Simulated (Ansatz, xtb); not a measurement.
**Two isomers of B2F2H5P**

Structure I: `FB(F)[BH2-][PH3+]`, a singlet. Structure II: `[BH3-][PH2+]B(F)F`, a singlet. Both are isolated molecules in the gas phase, relaxed with B3LYP-D3(BJ)/def2-SVP; the shapes shown needn't be the lowest conformers.

I (Å):

```yaml
atoms:
  - { symbol: B, position_ang: [0.1283, -0.2158, -0.8324] }
  - { symbol: B, position_ang: [-0.8846, 0.0292, 0.5088] }
  - { symbol: F, position_ang: [0.6030, 0.7895, -1.5915] }
  - { symbol: F, position_ang: [0.5304, -1.4166, -1.2366] }
  - { symbol: P, position_ang: [-1.1664, 1.9366, 0.6732] }
  - { symbol: H, position_ang: [-0.3834, -0.2940, 1.5733] }
  - { symbol: H, position_ang: [-2.0069, -0.4297, 0.3709] }
  - { symbol: H, position_ang: [-1.7613, 2.6022, -0.4250] }
  - { symbol: H, position_ang: [-0.0227, 2.7480, 0.8649] }
  - { symbol: H, position_ang: [-1.9876, 2.4065, 1.7271] }
```

II (Å):

```xyz
10

B    -2.2311    1.0591    0.5806
B     0.9480    0.3071    0.4310
F     1.1929   -0.9826    0.4021
F     1.7181    1.0875    1.1536
P    -0.5859    1.0373   -0.5084
H    -3.0772    1.5389   -0.1495
H    -1.9031    1.7530    1.5276
H    -2.3785   -0.1214    0.8467
H    -0.0986    2.2794   -0.9835
H    -0.6047    0.2846   -1.7080
```

Quicker runs give these differences E(II) − E(I): GFN2-xTB −0.131 eV; HF/STO-3G −0.492 eV (at GFN2-xTB geometries); r2SCAN-D4/def2-SVP +0.156 eV (at GFN2-xTB geometries).

Q: Estimate E(II) − E(I) at the level CCSD(T)/def2-SVP + ΔMP2/def2-TZVPP.

A: Calculated at CCSD(T)/def2-SVP + ΔMP2/def2-TZVPP: E(II) − E(I) = +0.160 eV, so structure I lies lower.

The same difference at several levels:

```csv
level,geometry,E(II) − E(I) (eV),departure from the last row (eV),"job, with rough time for the two"
GFN2-xTB,GFN2-xTB,−0.131,−0.291,"optimisation, 1.2 s"
HF/STO-3G,GFN2-xTB,−0.492,−0.652,"single point, 1.2 s"
r2SCAN-D4/def2-SVP,GFN2-xTB,+0.156,−0.004,"single point, 7.8 s"
B3LYP-D3(BJ)/def2-SVP,B3LYP-D3(BJ)/def2-SVP,+0.135,−0.025,"optimisation, 1.9 min"
HF/def2-SVP,B3LYP-D3(BJ)/def2-SVP,+0.170,+0.010,part of the CCSD(T) run
MP2/def2-SVP,B3LYP-D3(BJ)/def2-SVP,+0.166,+0.006,part of the CCSD(T) run
CCSD(T)/def2-SVP,B3LYP-D3(BJ)/def2-SVP,+0.174,+0.014,single point
CCSD(T)/def2-SVP + ΔMP2/def2-TZVPP,B3LYP-D3(BJ)/def2-SVP,+0.160,,"single point, 76 s"
```

As drawn, II has 1 B–P, 1 B–H in place of 1 B–B, 1 P–H.

GFN2-xTB, HF/STO-3G put the two in the other order. The largest departure from CCSD(T)/def2-SVP + ΔMP2/def2-TZVPP is that of HF/STO-3G, 0.652 eV. The last row adds to CCSD(T) the change of the MP2 difference between the two basis sets, here −0.014 eV.

With harmonic frequencies from B3LYP-D3(BJ)/def2-SVP (ideal gas, rigid rotor, one conformer each, 298.15 K, 1 atm): on the last row, ΔE + ΔZPE = +0.152 eV. A mode under 50 cm⁻¹ makes harmonic enthalpies and free energies unreliable, so none is given.

The correlated steps freeze 9 core orbitals. Programs: Ansatz 0.2.0, xtb 6.7.1; the last row on 2 threads of AMD EPYC (Zen 3) on a shared host.
